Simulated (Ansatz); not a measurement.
Isomers of B₆H₁₀S (singlet), relaxed with PBE0-D4/def2-SVP; total energies from Ansatz at B2PLYP/def2-TZVP.

```tsv
isomer	description	energy (Eh)
A	nido-B6H10 (SH for H, site b on B) (B6H10S)	-553.06014
B	nido-B6H10 (SH for H, site c on B) (B6H10S)	-553.06781
C	nido-B6H10 (SH for H, site d on B) (B₆H₁₀S)	-553.05905
```

Correlated methods freeze 11 core orbitals.

Question: Work out the relative energies (1 Eh = 2625.5 kJ/mol) and the Boltzmann populations at 298 K from electronic energies alone (R = 8.314 J/mol/K).

Answer: ΔE: A 20.1, B 0.0, C 23.0 kJ/mol. RT = 2.48 kJ/mol. Factors exp(−ΔE/RT): A 0.000302, B 1, C 9.38e-05; sum 1.000. Populations: A 0.0 %, B 100.0 %, C 0.0 %. Zero-point energy, vibrational entropy and symmetry numbers are left out and can shift these; an error of 4 kJ/mol changes a ratio by a factor of 5.0. Over the other density-functional and correlated levels in def2 sets, the gap between B and A ranges from 16 to 25 kJ/mol.
